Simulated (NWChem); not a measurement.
System: sulfur difluoride (SF₂); SMILES FSF

All runs: NWChem. Geometry: optimised at PBE0/def2-SVP. Computed dipoles belong to the equilibrium geometry; the measured one is vibrationally averaged.

Measured dipole moment: 1.05 D (NIST CCCBDB, as tabulated in the package chemicals).

Q: Which of these levels lies farthest from the measured value, and how do the others fare: B3LYP/def2-TZVP; B3LYP/def2-QZVP; B3LYP/def2-SVPD; B3LYP/def2-SVP; B3LYP/def2-TZVPP?

A: B3LYP/def2-SVP.
| level | dipole moment (D) | computed − measured |
|---|---|---|
| B3LYP/def2-SVP | 1.43 | +0.38 |
| B3LYP/def2-SVPD | 1.21 | +0.16 |
| B3LYP/def2-TZVP | 1.23 | +0.18 |
| B3LYP/def2-TZVPP | 1.23 | +0.18 |
| B3LYP/def2-QZVP | 1.16 | +0.11 |
